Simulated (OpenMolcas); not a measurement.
## CBr2Cl2 (dibromodichloromethane): a line through the functionals

CBr2Cl2 has 5 atoms, charge 0, and is taken as a singlet. As SMILES, `ClC(Cl)(Br)Br`. The shape is that of a PBE0-D4/def2-TZVP optimisation.

The vertical ionisation energy (to the doublet cation) y, in eV, basis 6-31G(d); a is the functional's share of exact exchange. Programs: OpenMolcas 26.06.

| functional | program | a | y (eV) |
| --- | --- | --- | --- |
| PBE | OpenMolcas | 0 | 10.01 |
| TPSS | OpenMolcas | 0 | 10.07 |
| B3LYP | OpenMolcas | 0.2 | 10.35 |
| PBE0 | OpenMolcas | 0.25 | ? |
| BHLYP | OpenMolcas | 0.5 | 10.73 |

Question: Fit y = c + s·a to the known rows and predict PBE0.

Answer: 
1. Means of the 4 rows: a = 0.1750, y = 10.290.
2. Σ(Δa)² = 0.1675, Σ(Δa·Δy) = 0.232, so the slope is 0.232/0.1675 = 1.3851.
3. Intercept: 10.290 − (1.3851) × 0.1750 = 10.048. The largest residual of the fit is 0.038.
4. PBE0: 10.048 + (1.3851) × 0.25 = 10.39 eV.

The run gave 10.48 eV, so the prediction is off by -0.09 eV, more than the scatter of the fit. The rows mix families of semi-local functionals, which the line can't see. Spin-orbit coupling is left out.
